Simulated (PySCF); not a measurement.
**CdBr at PBE0**

Computed with PBE0; basis Cd cc-pVDZ-PP with ECP28, Br cc-pVDZ-PP with ECP10; scalar-relativistic core potentials; PySCF 2.14.

| Quantity | Value |
| --- | --- |
| state | quartet, unpaired electrons σ ↑, π ↑↑, a mixture of terms (⟨Lz²⟩ = 2.0), a second solution, started from another occupation |
| bond length | 3.033 Å |
| harmonic wavenumber | 82.9 cm⁻¹ |
| force constant | 0.189 mdyn/Å |
| rotational constant Be | 0.03931 cm⁻¹ |
| anharmonicity ωexe | 0.832 cm⁻¹ |
| vibration–rotation constant αe | 0.000392 cm⁻¹ |
| energy of the minimum from ground-state Cd + Br | 3.51 eV |
| bond order (Mayer) | 0.23 |
| dipole moment (positive dipole means Cd(−)Br(+)) | 2.09 D |

Spin–orbit coupling is left out. Counting both spins, an empty level lies below a filled one in this solution, because spin and occupation are held.
